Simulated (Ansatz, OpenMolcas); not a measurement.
How basis sets differ on CH3ClF2Si (SMILES C[Si](F)(F)Cl)

The species is CH3ClF2Si (8 atoms), meant as a singlet with charge 0. SMILES: `C[Si](F)(F)Cl`. Geometry: relaxed at PBE0-D4/def2-TZVP.

Each level gives the HOMO–LUMO gap (eV). The values are calculated.

```json
{"level": "HF/ANO-R0 (sfX2C)", "kind": "Hartree–Fock", "program": "OpenMolcas", "value (eV)": "17.12", "CPU time": "2.7 s"}
{"level": "HF/ANO-RCC-MB (DKH2)", "kind": "Hartree–Fock", "program": "OpenMolcas", "value (eV)": "18.12", "CPU time": "7.8 s"}
{"level": "HF/ANO-XS-MB (DKH2)", "kind": "Hartree–Fock", "program": "OpenMolcas", "value (eV)": "17.98", "CPU time": "2.9 s"}
{"level": "HF/STO-3G", "kind": "Hartree–Fock", "program": "OpenMolcas", "value (eV)": "20.18", "CPU time": "1.4 s"}
{"level": "HF/3-21G", "kind": "Hartree–Fock", "program": "Ansatz", "value (eV)": "18.23", "CPU time": "0.78 s"}
{"level": "HF/def2-SVP", "kind": "Hartree–Fock", "program": "OpenMolcas", "value (eV)": "17.32", "CPU time": "6.6 s"}
```

The values span 17.12 to 20.18 eV. A Hartree–Fock LUMO above zero doesn't converge with the basis: it sinks as sets grow more diffuse. Orbital gaps aren't excitation energies. Times are those of the runs behind each value, whatever else they computed, on shared processors of several kinds: orders of magnitude only.
